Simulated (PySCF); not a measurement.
**Radial density of P+ (phosphorus, charge +1)**

wB97X-V, [Ne] 3s2 3p2, high-spin 3P determinant. Computed with PySCF 2.14 in ANO-RCC-VTZP, with the spin-free X2C one-electron Hamiltonian (Gaussian nucleus).

| r (bohr) | 4πr²ρ (e/bohr) | 4πr²(ρα − ρβ) |
| --- | --- | --- |
| 0.00140 | 0.06294 | 0.0000 |
| 0.00235 | 0.1646 | 0.0000 |
| 0.00396 | 0.4271 | 0.0000 |
| 0.00666 | 1.080 | 0.0000 |
| 0.0112 | 2.596 | 0.0001 |
| 0.0188 | 5.733 | 0.0003 |
| 0.0317 | 10.91 | 0.0013 |
| 0.0533 | 16.16 | 0.0064 |
| 0.0896 | 16.19 | 0.0292 |
| 0.151 | 11.30 | 0.0998 |
| 0.254 | 13.08 | 0.1986 |
| 0.426 | 15.46 | 0.1274 |
| 0.717 | 6.277 | 0.0194 |
| 1.21 | 2.238 | 0.6972 |
| 2.03 | 2.006 | 1.0094 |
| 3.41 | 0.3514 | 0.2309 |
| 5.74 | 0.006513 | 0.0054 |

Densities and radii are taken from the X2C orbitals without a picture-change correction, which distorts them close to the nucleus.
